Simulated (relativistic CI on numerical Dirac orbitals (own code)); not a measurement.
# One change at a time: Pb32+

Base calculation: Dirac-Coulomb-Breit CI, KLI orbitals optimised for each configuration, a model potential for QED, unscaled Slater integrals.

CI space (outside the closed core [Ar] 3d10): 4s²4p⁶4d¹⁰4f⁴, 4s²4p⁶4d⁹4f⁵, 4s²4p⁶4d¹⁰4f³5s, 4s²4p⁶4d¹⁰4f³5p, 4s²4p⁶4d¹⁰4f²5s², 4s²4p⁵4d¹⁰4f⁵, 4s²4p⁶4d¹⁰4f²5s5p, 4s²4p⁶4d¹⁰4f³5d, 4s²4p⁶4d¹⁰4f²5p², 4s²4p⁶4d¹⁰4f²5s5d, 4s4p⁶4d¹⁰4f⁵, 4s²4p⁶4d⁹4f⁴5s, 4s²4p⁶4d⁹4f³5s², 4s²4p⁶4d¹⁰4f³5f, 4s²4p⁶4d¹⁰4f²5p5d, 4s²4p⁶4d¹⁰4f³6s, 4s²4p⁶4d¹⁰4f²5d², 4s²4p⁶4d¹⁰4f³5g, 4s²4p⁶4d¹⁰4f³6d. Levels of other configurations are missing.

Variants: (1) valence Slater integrals scaled by 0.9; (2) only the first configuration. Shifts of the energy above 4s²4p⁶4d¹⁰4f⁴ ⁵I4, in cm⁻¹, for the lowest level and the first level of each name with at least 55 % of one term (blank where a level changes its place among those of its configuration and J or its character, or is not in the variant):

```
             Level      Base     Δ(1)     Δ(2)
 4s²4p⁶4d¹⁰4f⁴ ⁵I4       0.0      0.0      0.0
 4s²4p⁶4d¹⁰4f⁴ ⁵I5   33971.0  +1221.6   -234.1
 4s²4p⁶4d¹⁰4f⁴ ⁵I6   56751.2   +338.4   -153.5
 4s²4p⁶4d¹⁰4f⁴ ⁵F1   67752.8  -2389.6  +1061.4
 4s²4p⁶4d¹⁰4f⁴ ³K6   98563.1  -1848.2   +195.4
 4s²4p⁶4d¹⁰4f⁴ ⁵F4  109965.2  -3339.6  +1405.6
 4s²4p⁶4d¹⁰4f⁴ ⁵G4  125469.1  -3645.3  +1571.5
 4s²4p⁶4d¹⁰4f⁴ ⁵D1  141092.6           +2986.2
 4s²4p⁶4d¹⁰4f⁴ ³L8  142716.6  -4961.1    +64.5
 4s²4p⁶4d¹⁰4f⁴ ³M9  143310.8  -5363.0   -161.4
 4s²4p⁶4d¹⁰4f⁴ ³P0  148050.8           +2251.7
 4s²4p⁶4d¹⁰4f⁴ ³I6  154231.0  -6246.6  +1275.3
 4s²4p⁶4d¹⁰4f⁴ ⁵D2  161117.0  -7989.6  +3344.5
4s²4p⁶4d¹⁰4f⁴ ³M10  170598.9  -7220.2    +31.5
 4s²4p⁶4d¹⁰4f⁴ ³F3  184892.0           +2504.6
 4s²4p⁶4d¹⁰4f⁴ ³D1  192740.8  -4523.1  +1418.6
 4s²4p⁶4d¹⁰4f⁴ ³L9  192805.5  -4944.7    -92.8
```

At this charge energies of transitions that change n are usually good to better than 1 %, and those within a shell (Δn = 0) to a few per cent. Terms inside the open d or f shell come out 10 to 20 % too wide with unscaled integrals.

Ionisation energy from the two ground configurations alone: base 1220.6 eV; valence Slater integrals scaled by 0.9 1220.29 eV. The NIST ASD value (theoretical) is 1240 eV.

LS names give the leading component of a level, which can be under half, so a name can repeat, a term be missing and a line seem to break the LS rules.
